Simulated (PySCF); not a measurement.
This PySCF input asks for the NMR shieldings of `[BH3-][S+](C)C`, C2H9BS; the geometry comes from GFN2-xTB.

```python
import basis_set_exchange as bse
import numpy as np
from pyscf import gto, dft
from pyscf.prop import nmr

atoms = """
B    -0.474797    1.648379    0.333552
S    -0.211705   -0.210507    0.938047
C     1.501853   -0.509298    0.406091
C    -1.062407   -1.128211   -0.381893
H    -0.125399    1.646224   -0.802944
H     0.215000    2.282771    1.059087
H    -1.634247    1.837055    0.491153
H     1.645984   -0.103602   -0.590297
H     1.706792   -1.575116    0.428245
H     2.147789    0.007620    1.107831
H    -0.807140   -0.695893   -1.344241
H    -0.778281   -2.174882   -0.334889
H    -2.127830   -1.024053   -0.206063
"""
names = dict.fromkeys(["B", "S", "C", "H"], "pcSseg-1")
basis = {el: gto.basis.parse(bse.get_basis(n, elements=[el], fmt="nwchem")) for el, n in names.items()}
mol = gto.M(atom=atoms, basis=basis, charge=0, verbose=0)
mf = dft.RKS(mol, xc="PBE0")
mf.grids.level = 2
mf.grids.alignment = dft.numint.BLKSIZE   # the property module wants whole blocks of grid points
mf.conv_tol = 1e-9
mf.kernel()

calc = nmr.RKS(mf)   # GIAO
C = mf.mo_coeff
Co = C[:, mf.mo_occ > 0]
resp = mf.gen_response(singlet=True, hermi=2)
def vind(x):   # induced exchange potential for any number of trial vectors
    d = np.einsum("pi,xij,qj->xpq", C, 2 * x.reshape(-1, C.shape[1], Co.shape[1]), Co, optimize=True)
    return np.einsum("xpq,pi,qj->xij", resp(d - d.transpose(0, 2, 1)), C, Co, optimize=True).ravel()
mo1, _ = nmr.rhf.solve_mo1(calc, with_cphf=vind)
sigma = calc.kernel(mo1)
for i, s in enumerate(sigma):   # ppm
    w = np.linalg.eigvalsh((s + s.T) / 2)
    print("%2d %-2s iso %8.1f  s11 %8.1f  s22 %8.1f  s33 %8.1f" % (i, mol.atom_pure_symbol(i), w.mean(), *w))
```

Problem. What does it print?

Solution. 
```
 0 B  iso    124.0  s11    102.4  s22    115.5  s33    154.0
 1 S  iso    523.1  s11    418.1  s22    480.0  s33    671.1
 2 C  iso    153.6  s11    133.8  s22    139.7  s33    187.3
 3 C  iso    153.6  s11    133.8  s22    139.8  s33    187.3
 4 H  iso     30.3  s11     27.2  s22     28.4  s33     35.2
 5 H  iso     29.7  s11     26.4  s22     27.5  s33     35.2
 6 H  iso     29.7  s11     26.4  s22     27.5  s33     35.2
 7 H  iso     29.8  s11     26.0  s22     28.0  s33     35.4
 8 H  iso     29.7  s11     24.8  s22     27.0  s33     37.4
 9 H  iso     29.4  s11     25.0  s22     26.3  s33     37.1
10 H  iso     29.8  s11     26.0  s22     28.0  s33     35.4
11 H  iso     29.7  s11     24.8  s22     27.0  s33     37.4
12 H  iso     29.4  s11     25.0  s22     26.3  s33     37.1
```

These numbers come from an equivalent density-fitted implementation of the same equations, which agrees with the script to about 0.01 ppm for H and up to a few tenths of a ppm for heavy atoms, so last digits may differ.

Size and cost of the density-fitted run: 120 basis functions, 9.1 s wall time on 1 thread of an Arm Neoverse V1, shared host.
